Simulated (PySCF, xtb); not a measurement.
dihydroxy(hydroxysilyl)silane (H6O3Si2), SMILES O[SiH2][SiH](O)O. The values are those of a single conformer.

Harmonic wavenumbers (cm⁻¹) from GFN2-xTB (xtb) at its own minimum, in rising order: 36, 110, 181, 194, 248, 316, 326, 336, 452, 493, 620, 672, 721, 737, 794, 813, 824, 845, 854, 878, 915, 2131, 2146, 2190, 3653, 3659, 3712.

Q: What does PySCF with PBE-D3(BJ)/def2-SVP give at its own minimum? (An estimate is asked for; the answer gives what the named calculation found.)

A: 55, 142, 156, 210, 234, 286, 335, 416, 483, 498, 680, 694, 745, 778, 789, 819, 854, 904, 926, 934, 1013, 2121, 2137, 2162, 3607, 3743, 3757. Paired by order, the mean absolute difference is 36 cm⁻¹ and the zero-point energies are 41.2 and 42.1 kcal/mol.
